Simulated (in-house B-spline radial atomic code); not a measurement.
## How G0W0 and RPA depend on the start: Zr²⁸⁺

Configuration [Ne] 3s2. Computed with an all-electron radial atomic-structure program (B-spline basis): all electrons, non-relativistic, point nucleus, each spin shell either full or empty, empty states to l = 9 with an (l + 1/2)⁻⁴ tail; G0W0 by contour deformation at full frequency.

Without relativity these are model numbers: it shifts the levels of so heavy an element strongly and can reorder them.

```
       start  mean-field 3s (eV)  G0W0 (eV)  QP weight  RPA correlation (Eh)
Hartree-Fock            -1490.68   -1495.48      0.985              -0.85217
         PBE            -1469.96          ?          ?                     ?
   CAM-B3LYP            -1476.83          ?          ?                     ?
        SCAN            -1470.58   -1496.53      0.974              -0.94771
        BLYP            -1470.33   -1496.67      0.973              -0.96197
```

Task: What G0W0 level, weight and RPA correlation energy follow from the CAM-B3LYP start?

Result: G0W0 level -1496.30 eV, weight 0.977, RPA correlation -0.92338 hartree.

Task: What G0W0 level, weight and RPA correlation energy follow from the PBE start?

Result: G0W0 level -1496.66 eV, weight 0.973, RPA correlation -0.96136 hartree.

Task: How much of the dependence on the start does G0W0 remove?

Result: The mean-field levels span 20.7 eV and the G0W0 levels 1.2 eV. Against 1525.1 ± 2.2 eV (NIST, semi-empirical) the G0W0 removal energies are off by -29.62 to -28.43 eV, with relativity, Breit and QED terms left out.
